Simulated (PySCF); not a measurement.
# Correlation energy of B⁺ (boron, charge +1)

[He] 2p2, high-spin 3P determinant (an excited configuration). Calculation: PySCF 2.14, in def2-TZVPPD (6s3p3d1f, 37 functions); the non-relativistic Hamiltonian (point nucleus). Frozen: nothing; 4 electrons correlated.

| level | correlation energy (mhartree) |
| --- | --- |
| CCSD | -26.45 |
| (T) | -0.03 |
| CCSD(T) | -26.48 |

Diagnostics: T1 = 0.00080, D1 = 0.0013, largest double amplitude 0.030.

Cost of the coupled-cluster step: about 1.6 core-seconds, for 4 correlated electrons.

This basis was not built for core-valence correlation, so the inner-shell part is incomplete.
